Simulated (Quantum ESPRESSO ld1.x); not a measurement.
The numbers below are computed, except where a source is named.
Question: All-electron atom: Ne2+ in [He] 2s2 2p4 (the NIST ground configuration). Code: ld1.x of Quantum ESPRESSO 7.5. Model: non-relativistic Kohn-Sham, LDA (Slater exchange, Perdew-Wang correlation), spin-polarised, spherical densities, point nucleus; open shells are filled with parallel spins first. Some entries of the table are withheld. Estimate them.

orbital,occ.,eigenvalue (Ry),<r^2> (bohr^2),<r> (bohr)
1s up,1,-64.3787,0.03410,0.1590
1s down,1,-64.2057,0.03393,0.1587
2s up,1,-5.83386,0.8215,0.8288
2s down,1,-5.50895,0.8526,0.8433
2p up,3,-4.18140,(1),0.8015
2p down,1,-3.83651,(2),0.8276
3s up,0,-1.20254,8.451,2.714
3s down,0,-1.16189,8.915,2.788
3p up,0,-0.89266,11.21,3.107
3p down,0,-0.85927,12.03,3.219

Answer: 
(1) 2p up <r^2> (bohr^2): 0.8112
(2) 2p down <r^2> (bohr^2): 0.8700
